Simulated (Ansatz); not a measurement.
C3H7BSi, SMILES `[SiH3]CC1=CB1`. The species carries charge 0 and has multiplicity 1. All single points use the PBE0-D4/def2-TZVP geometry. It is one conformer, not always the lowest.

```xyz
12

Si   -0.951    1.191    0.970
C    -0.921   -0.389   -0.068
C     0.459   -0.701   -0.445
C     1.355   -0.470   -1.432
B     1.822   -1.241   -0.282
H    -2.352    1.485    1.369
H    -0.421    2.326    0.171
H    -0.118    1.017    2.187
H    -1.564   -0.224   -0.939
H    -1.358   -1.181    0.548
H     1.398    0.027   -2.392
H     2.650   -1.840    0.313
```

Q: What is the dipole moment at r2SCAN/def2-TZVPP? (An estimate is asked.)

A: Computed: 1.58 D, with components (-1.47, 0.35, -0.45) D in this frame, pointing from negative to positive charge.

Q: And with PBE, B3LYP, ωB97M-V? (Estimate.)

A: The calculation gave: PBE 1.61 D, B3LYP 1.53 D, ωB97M-V 1.53 D.

Q: Give the Mulliken charges with r2SCAN, B3LYP, ωB97M-V in def2-TZVPP. (Best estimate.)

A: Computed: 
```csv
atom,r2SCAN,B3LYP,ωB97M-V
Si1,0.29,0.28,0.18
C2,-0.18,-0.21,-0.29
C3,0.07,0.05,0.04
C4,-0.07,-0.10,-0.11
B5,-0.18,-0.22,-0.25
H6,-0.07,-0.06,-0.02
H7,-0.07,-0.06,-0.02
H8,-0.06,-0.06,-0.02
H9,0.07,0.10,0.12
H10,0.08,0.11,0.13
H11,0.10,0.14,0.15
H12,0.01,0.04,0.10
```

B3LYP here is the variant with VWN-RPA as its local correlation; programs differ in this.
